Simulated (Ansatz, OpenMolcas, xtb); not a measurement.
How methods differ on BH3O3 (boric acid)

BH3O3 has 7 atoms, charge 0, and is taken as a singlet. As SMILES, `OB(O)O`. The shape is that of a PBE0-D4/def2-TZVP optimisation. This is a higher conformer, about 20 kJ/mol above the lowest found by a separate search.

```xyz
7

O    -1.1097    0.8026    0.3219
B    -0.0122   -0.0068    0.2287
O     0.5012   -0.4693    1.4001
O     0.6007   -0.3813   -0.9454
H    -1.4574    1.1186   -0.5115
H     1.2668   -1.0282    1.2545
H     0.2105   -0.0357   -1.7483
```

Quantity: the HOMO–LUMO gap, in eV. The values are calculated.

```json
{"level": "GFN2-xTB", "kind": "semi-empirical", "program": "xtb", "value (eV)": "8.92", "CPU time": "under 2 s"}
{"level": "HF/def2-SVPD", "kind": "Hartree–Fock", "program": "OpenMolcas", "value (eV)": "15.09", "CPU time": "18 s"}
{"level": "SVWN5/def2-SVPD", "kind": "LDA", "program": "Ansatz", "value (eV)": "6.57", "CPU time": "5.2 s"}
{"level": "BLYP/def2-SVPD", "kind": "GGA", "program": "Ansatz", "value (eV)": "6.30", "CPU time": "8.6 s"}
{"level": "PBE/def2-SVPD", "kind": "GGA", "program": "OpenMolcas", "value (eV)": "6.45", "CPU time": "55 s"}
{"level": "r2SCAN/def2-SVPD", "kind": "meta-GGA", "program": "OpenMolcas", "value (eV)": "7.55", "CPU time": "71 s"}
{"level": "BHLYP/def2-SVPD", "kind": "global hybrid", "program": "Ansatz", "value (eV)": "11.00", "CPU time": "7.9 s"}
{"level": "HSE06/def2-SVPD", "kind": "range-separated hybrid", "program": "Ansatz", "value (eV)": "8.15", "CPU time": "8.5 s"}
{"level": "PBE-QIDH/def2-SVPD", "kind": "double hybrid", "program": "Ansatz", "value (eV)": "12.86", "CPU time": "12 s"}
```

The values span 6.30 to 15.09 eV. Orbital gaps aren't excitation energies, and those of double hybrids come from the SCF part alone; they tend to grow with the share of exact exchange. Times are those of the runs behind each value, whatever else they computed, on shared processors of several kinds: orders of magnitude only.
